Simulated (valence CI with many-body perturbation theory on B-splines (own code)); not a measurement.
Results of a calculation; reference values are marked as such.
Lu66+ in three bases

Method: relativistic CI+MBPT: three valence electrons over a frozen Dirac-Fock core [He], a basis of 9 s, 9 p, 8 d, 6 f, 3 g, 1 h functions for each j, with the one-electron correlation potential Σ1, the two-electron term Σ2, the three-electron term Σ3, Breit, model QED; selected CI, second order for the rest, scaled by the run's own slope (own B-spline code, finite nucleus).

No measured spectrum was set against this ion. As an estimate, large intervals hold to a few tenths of a per cent, small ones and those within an open d or f shell to about a per cent.

The reference run has the lowest level (2s^2 2p1/2) J=1/2 and an ionisation energy of 17112.4 eV. Its largest variational space holds 8688 state functions.

Levels are named by their leading jj configuration (3d3/2^4 stands for four electrons in 3d with j = 3/2), which in mixed levels can hold well under half, so a name can repeat and another be missing. Letters in brackets count levels of one name in rising energy.

Changed runs:
A. basis 6 s, 6 p, 5 d, 3 f, 1 g
B. basis 5 s, 5 p, 4 d, 2 f

Excitation energies of the reference run in cm⁻¹, and shifts in cm⁻¹:

```csv
Level,Reference,A,B
(2s 2p1/2^2) J=1/2,2036940,-108,-253
(2s^2 2p3/2) J=3/2,9772070,+44,-42
(2s 2p1/2 2p3/2) J=3/2 [a],11203200,-151,-630
(2s 2p1/2 2p3/2) J=5/2,11523600,+131,-32
(2s 2p1/2 2p3/2) J=1/2,12077000,+59,-4.8
(2s 2p1/2 2p3/2) J=3/2 [b],12093600,+144,+232
(2p1/2^2 2p3/2) J=3/2,14213100,-88,-216
(2s 2p3/2^2) J=5/2,21119200,+19,-355
(2s 2p3/2^2) J=1/2,21956000,+3.1,-18
(2s 2p3/2^2) J=3/2,21961600,+132,+138
(2p1/2 2p3/2^2) J=3/2,23608500,-86,-492
(2p1/2 2p3/2^2) J=5/2,23790200,+137,+62
Ionisation energy (eV),17112.4,+0.0024,-0.057
```
